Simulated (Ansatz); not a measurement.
Calculated with Ansatz (gas phase, PBE0-D4/def2-TZVP geometries, no zero-point term in ΔE). CBS: MP2 limit from def2 TZ/QZ plus the TZ coupled-cluster correction, frozen cores. This one scheme is used for every species, atoms too. DFT in def2-TZVPP. B3LYP here is the variant with VWN-RPA as its local correlation; programs differ in this. HSE06 is defined as in plane-wave codes. Open shells (•) are unrestricted, without spin–orbit coupling. Spin–orbit coupling would lower the free atoms: a little for F. Each species was taken in one conformer, which may not be the lowest.

Consider the homolysis of the F–Si bond: `N[SiH](N)F` → F• + `N[SiH]N`•.

`N[SiH](N)F`:

Z-matrix (Å, degrees):
```
Si
N 1 1.694
F 1 1.604 2 116.3
N 1 1.699 2 107.9 3 116.0
H 1 1.482 2 106.1 3 -115.6
H 2 1.006 1 121.4 3 85.7
H 2 1.007 1 121.8 3 -68.8
H 4 1.006 1 121.0 2 -157.4
H 4 1.006 1 121.2 2 50.4
```

`N[SiH]N`•:

```xyz
8

N    -0.075    1.366   -0.426
Si    0.723   -0.141   -0.265
N    -0.477   -1.265    0.240
H    -0.736    1.700    0.259
H     0.294    2.103   -1.001
H     1.779   -0.249    0.801
H    -1.309   -1.400   -0.313
H    -0.200   -2.115    0.704
```

```json
{"level": "LDA (SPW92)", "ΔE (kJ/mol)": "763.6", "difference from CCSD(T)/CBS": "66.5"}
{"level": "PBE-D4", "ΔE (kJ/mol)": "673.9", "difference from CCSD(T)/CBS": "-23.2"}
{"level": "revPBE-D4", "ΔE (kJ/mol)": "650.7", "difference from CCSD(T)/CBS": "-46.4"}
{"level": "BLYP-D4", "ΔE (kJ/mol)": "668.6", "difference from CCSD(T)/CBS": "-28.5"}
{"level": "B97M-V", "ΔE (kJ/mol)": "680.9", "difference from CCSD(T)/CBS": "-16.2"}
{"level": "PBE0-D4", "ΔE (kJ/mol)": "662.2", "difference from CCSD(T)/CBS": "-34.9"}
{"level": "B3LYP-D4", "ΔE (kJ/mol)": "669.5", "difference from CCSD(T)/CBS": "-27.6"}
{"level": "r2SCANh-D4", "ΔE (kJ/mol)": "664.8", "difference from CCSD(T)/CBS": "-32.3"}
{"level": "r2SCAN0-D4", "ΔE (kJ/mol)": "656.6", "difference from CCSD(T)/CBS": "-40.5"}
{"level": "HSE06-D4", "ΔE (kJ/mol)": "662.3", "difference from CCSD(T)/CBS": "-34.8"}
{"level": "BHLYP-D4", "ΔE (kJ/mol)": "653.3", "difference from CCSD(T)/CBS": "-43.8"}
{"level": "CAM-B3LYP-D4", "ΔE (kJ/mol)": "685.1", "difference from CCSD(T)/CBS": "-12.0"}
{"level": "ωB97X-V", "ΔE (kJ/mol)": "684.9", "difference from CCSD(T)/CBS": "-12.2"}
{"level": "B2PLYP", "ΔE (kJ/mol)": "678.4", "difference from CCSD(T)/CBS": "-18.7"}
{"level": "PBE-QIDH", "ΔE (kJ/mol)": "675.3", "difference from CCSD(T)/CBS": "-21.8"}
{"level": "revPBE", "ΔE (kJ/mol)": "643.1", "difference from CCSD(T)/CBS": "-54.0"}
{"level": "BLYP", "ΔE (kJ/mol)": "663.3", "difference from CCSD(T)/CBS": "-33.8"}
{"level": "r2SCAN", "ΔE (kJ/mol)": "669.7", "difference from CCSD(T)/CBS": "-27.4"}
{"level": "PBE0", "ΔE (kJ/mol)": "660.1", "difference from CCSD(T)/CBS": "-37.0"}
{"level": "B3LYP", "ΔE (kJ/mol)": "665.7", "difference from CCSD(T)/CBS": "-31.4"}
{"level": "r2SCANh", "ΔE (kJ/mol)": "664.1", "difference from CCSD(T)/CBS": "-33.0"}
{"level": "r2SCAN0", "ΔE (kJ/mol)": "655.9", "difference from CCSD(T)/CBS": "-41.2"}
{"level": "HSE06", "ΔE (kJ/mol)": "660.4", "difference from CCSD(T)/CBS": "-36.7"}
{"level": "BHLYP", "ΔE (kJ/mol)": "650.7", "difference from CCSD(T)/CBS": "-46.4"}
{"level": "CAM-B3LYP", "ΔE (kJ/mol)": "683.1", "difference from CCSD(T)/CBS": "-14.0"}
{"level": "LC-ωPBE", "ΔE (kJ/mol)": "677.6", "difference from CCSD(T)/CBS": "-19.5"}
{"level": "RPA@PBE/def2-TZVPP", "ΔE (kJ/mol)": "630.6", "difference from CCSD(T)/CBS": "-66.5"}
{"level": "HF/def2-SVP", "ΔE (kJ/mol)": "516.2", "difference from CCSD(T)/CBS": "-180.9"}
{"level": "MP2/def2-SVP", "ΔE (kJ/mol)": "669.3", "difference from CCSD(T)/CBS": "-27.8"}
{"level": "CCSD/def2-SVP", "ΔE (kJ/mol)": "636.0", "difference from CCSD(T)/CBS": "-61.1"}
{"level": "CCSD(T)/def2-SVP", "ΔE (kJ/mol)": "638.7", "difference from CCSD(T)/CBS": "-58.4"}
{"level": "HF/def2-TZVPP", "ΔE (kJ/mol)": "532.3", "difference from CCSD(T)/CBS": "-164.8"}
{"level": "MP2/def2-TZVPP", "ΔE (kJ/mol)": "709.8", "difference from CCSD(T)/CBS": "12.7"}
{"level": "SCS-MP2/def2-TZVPP", "ΔE (kJ/mol)": "695.3", "difference from CCSD(T)/CBS": "-1.8"}
{"level": "CCSD/def2-TZVPP", "ΔE (kJ/mol)": "669.5", "difference from CCSD(T)/CBS": "-27.6"}
{"level": "HF/def2-QZVPP", "ΔE (kJ/mol)": "534.2", "difference from CCSD(T)/CBS": "-162.9"}
{"level": "MP2/def2-QZVPP", "ΔE (kJ/mol)": "721.7", "difference from CCSD(T)/CBS": "24.6"}
{"level": "SCS-MP2/def2-QZVPP", "ΔE (kJ/mol)": "707.9", "difference from CCSD(T)/CBS": "10.8"}
{"level": "HF/CBS(def2)", "ΔE (kJ/mol)": "534.4", "difference from CCSD(T)/CBS": "-162.7"}
{"level": "MP2/CBS(def2)", "ΔE (kJ/mol)": "729.4", "difference from CCSD(T)/CBS": "32.3"}
{"level": "CCSD(T)/CBS", "ΔE (kJ/mol)": "697.1", "difference from CCSD(T)/CBS": "0"}
```

(1) What do rigid-rotor, harmonic-oscillator terms from PBE0-D4/def2-TZVP frequencies (298.15 K, 1 bar) make of the CCSD(T)/CBS value? (Best estimate.)

Largest T1 diagnostic among the species: 0.014.

Answers

(1) Ansatz gave: ΔZPE = -13.2 kJ/mol, ΔH = +688.5 kJ/mol, ΔS = 148 J/(mol·K), ΔG = +644.4 kJ/mol. Open shells count their whole term as degenerate.

From BLYP to BHLYP (50 % exact exchange), in def2-TZVPP and without D4, ΔE moves by −12.6 kJ/mol: exact exchange takes away binding that semilocal exchange gives to molecules. At CCSD(T), def2-SVP lies −58.4 kJ/mol from the extrapolated value and def2-TZVPP −19.6 kJ/mol: correlation converges slowly with the basis, and small sets miss more of it in the bonded molecule than in its fragments. Leaving LDA and LC-ωPBE aside and taking each functional with its dispersion term where it has one, the values, not all of them listed here, spread over 41.3 kJ/mol, from revPBE-D4 to ωB97M-V. LDA lies +92.1 kJ/mol from PBE without D4, its usual overbinding.

CCSD(T)/CBS has its own doubt, a few kJ/mol and more with outer-core shells, so smaller differences from it don't rank the levels.
